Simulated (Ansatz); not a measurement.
Reaction (atomization): `CBO[SiH](O)F` → B• + C• + F• + 6 H• + 2 O• + Si•

Computed with Ansatz on PBE0-D4/def2-TZVP structures; ΔE is electronic, products minus reactants. CBS: MP2 limit from def2 TZ/QZ plus the TZ coupled-cluster correction, frozen cores. This one scheme is used for every species, atoms too. Open shells (•) are unrestricted, without spin–orbit coupling. Spin–orbit coupling would lower the free atoms: a little for B, C, F, O, Si. One conformer a species, not always the lowest.

```csv
level,ΔE (kJ/mol)
SCS-MP2/def2-TZVPP,4903.6
CCSD(T)/def2-TZVPP,4825.5
```

**Question.** What does CCSD(T)/CBS give? (Best estimate.)

**Answer.** Computed: +4954.6 kJ/mol. The listed levels differ from it by -51.0, -129.1 kJ/mol.

Largest T1 diagnostic among the species: 0.014.

From PBE to PBE0 (25 % exact exchange), in def2-TZVPP and without D4, ΔE moves by −80.2 kJ/mol: exact exchange takes away binding that semilocal exchange gives to molecules. In def2-TZVPP, CCSD(T) changes the Hartree–Fock value by +1096.8 kJ/mol (the triples alone add +62.3 kJ/mol) and MP2 by +1219.4 kJ/mol; breaking electron pairs costs correlation energy, which Hartree–Fock lacks.

For atomizations the MP2-based limit and the directly extrapolated one differ by several kJ/mol either way, and by 10 to 25 for some Ge, Se and Sn compounds, so smaller differences from it don't rank the levels.
